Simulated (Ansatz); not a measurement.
## Molecular dynamics, step by step

CH$_{7}$BrSi, singlet, PBE0-D4/def2-SVP (Ansatz 0.2.0). Settings (timestep in fs, temperature in K; T counts 24 degrees of freedom):

```yaml
hamiltonian: {xc: pbe0, dispersion: d4}
md: {n_steps: 40, timestep: 0.5, temperature: 1500, ensemble: nve, seed: 856, initial_velocities: maxwell_boltzmann}
```

Start, the saddle point found with PBE0-D4 in triple zeta (not stationary at another level):

```tsv
atom	x (Å)	y (Å)	z (Å)
Si1	-0.6072	0.1318	-0.3415
Br2	1.2898	-1.4211	-1.5274
H3	-1.5537	-0.7846	-0.9984
H4	-1.3520	1.4250	-0.1884
C5	0.2043	-0.1904	1.2889
H6	0.6641	0.4149	-1.6063
H7	0.2232	1.1549	-1.4649
H8	-0.4290	0.1977	2.0914
H9	0.3942	-1.2545	1.4203
H10	1.1662	0.3264	1.3262
```

```tsv
step	time (fs)	potential energy less the start (meV)	kinetic energy (meV)	T (K)
0	0.00	0.0	1551.1	1500
2	1.00	72.8	1479.9	1431
4	2.00	267.7	1287.6	1245
6	3.00	437.5	1119.2	1082
8	4.00	494.6	1061.8	1027
10	5.00	453.8	1100.9	1065
12	6.00	420.0	1132.5	1095
14	7.00	508.4	1044.3	1010
16	8.00	686.0	870.4	842
18	9.00	745.3	812.4	786
20	10.00	616.4	937.8	907
22	11.00	488.3	1063.8	1029
24	12.00	499.9	1053.3	1019
26	13.00	605.6	949.6	918
28	14.00	685.8	870.8	842
30	15.00	658.6	897.8	868
32	16.00	536.4	1018.2	985
34	17.00	428.7	1123.4	1086
36	18.00	466.7	1085.5	1050
38	19.00	626.7	929.3	899
40	20.00	685.1	872.5	844
```

Step 20, positions (Å) and forces (eV/Å):

| atom | x | y | z | Fx | Fy | Fz |
| --- | --- | --- | --- | --- | --- | --- |
| Si1 | -0.634 | 0.199 | -0.382 | 0.083 | -2.427 | 1.554 |
| Br2 | 1.287 | -1.418 | -1.485 | -0.086 | 0.607 | -0.540 |
| H3 | -1.390 | -0.966 | -0.980 | -0.429 | 1.060 | 0.043 |
| H4 | -1.341 | 1.506 | -0.030 | 0.054 | -0.361 | -0.387 |
| C5 | 0.307 | -0.335 | 1.173 | -0.626 | 1.094 | -1.812 |
| H6 | 0.260 | 0.580 | -1.821 | 0.854 | -0.616 | -0.446 |
| H7 | -0.179 | 1.234 | -1.656 | -0.206 | 0.823 | -0.393 |
| H8 | -0.240 | -0.111 | 2.037 | -1.028 | 0.601 | 1.838 |
| H9 | 0.562 | -1.359 | 1.098 | 0.210 | -1.403 | -0.178 |
| H10 | 1.212 | 0.226 | 1.126 | 1.175 | 0.622 | 0.322 |

Step 30, positions (Å) and forces (eV/Å):

| atom | x | y | z | Fx | Fy | Fz |
| --- | --- | --- | --- | --- | --- | --- |
| Si1 | -0.646 | 0.209 | -0.385 | 1.292 | -1.895 | 0.822 |
| Br2 | 1.285 | -1.414 | -1.467 | -0.212 | 0.701 | -0.910 |
| H3 | -1.501 | -0.797 | -0.999 | -0.673 | 0.028 | -0.248 |
| H4 | -1.370 | 1.461 | -0.033 | 0.127 | 0.335 | -0.321 |
| C5 | 0.348 | -0.387 | 1.099 | 0.328 | 0.325 | 2.327 |
| H6 | 0.244 | 0.642 | -2.037 | -0.550 | 0.624 | 0.245 |
| H7 | -0.299 | 1.292 | -1.919 | 0.658 | -0.630 | -0.242 |
| H8 | -0.178 | -0.181 | 2.158 | 0.845 | -0.493 | -2.102 |
| H9 | 0.641 | -1.493 | 0.904 | -0.654 | 1.820 | 0.593 |
| H10 | 1.332 | 0.208 | 1.157 | -1.161 | -0.816 | -0.163 |

Step 36, positions (Å) and forces (eV/Å):

```json
{"atom": "Si1", "x": "-0.648", "y": "0.206", "z": "-0.382", "Fx": "1.347", "Fy": "-2.245", "Fz": "0.404"}
{"atom": "Br2", "x": "1.283", "y": "-1.411", "z": "-1.457", "Fx": "-0.394", "Fy": "0.751", "Fz": "-0.993"}
{"atom": "H3", "x": "-1.636", "y": "-0.669", "z": "-1.031", "Fx": "-0.246", "Fy": "-0.104", "Fz": "-0.034"}
{"atom": "H4", "x": "-1.372", "y": "1.458", "z": "-0.075", "Fx": "0.337", "Fy": "0.651", "Fz": "-0.279"}
{"atom": "C5", "x": "0.374", "y": "-0.414", "z": "1.073", "Fx": "-0.787", "Fy": "2.077", "Fz": "0.550"}
{"atom": "H6", "x": "0.205", "y": "0.720", "z": "-2.152", "Fx": "0.186", "Fy": "-0.196", "Fz": "-0.024"}
{"atom": "H7", "x": "-0.322", "y": "1.291", "z": "-2.105", "Fx": "-0.234", "Fy": "0.418", "Fz": "-0.052"}
{"atom": "H8", "x": "-0.065", "y": "-0.268", "z": "2.046", "Fx": "-0.801", "Fy": "-0.046", "Fz": "0.828"}
{"atom": "H9", "x": "0.626", "y": "-1.410", "z": "0.839", "Fx": "0.176", "Fy": "-1.573", "Fz": "0.016"}
{"atom": "H10", "x": "1.314", "y": "0.128", "z": "1.167", "Fx": "0.417", "Fy": "0.267", "Fz": "-0.415"}
```

Last step (40):

Si1  (-0.648, 0.201, -0.380)
Br2  (1.282, -1.408, -1.451)
H3  (-1.740, -0.589, -1.055)
H4  (-1.358, 1.486, -0.116)
C5  (0.388, -0.426, 1.058)
H6  (0.181, 0.769, -2.227)
H7  (-0.341, 1.301, -2.234)
H8  (-0.017, -0.330, 1.991)
H9  (0.618, -1.402, 0.802)
H10  (1.310, 0.081, 1.155)
(Å)

The run took about 46 s on 4 CPU threads of an Arm Neoverse V2 (shared host).
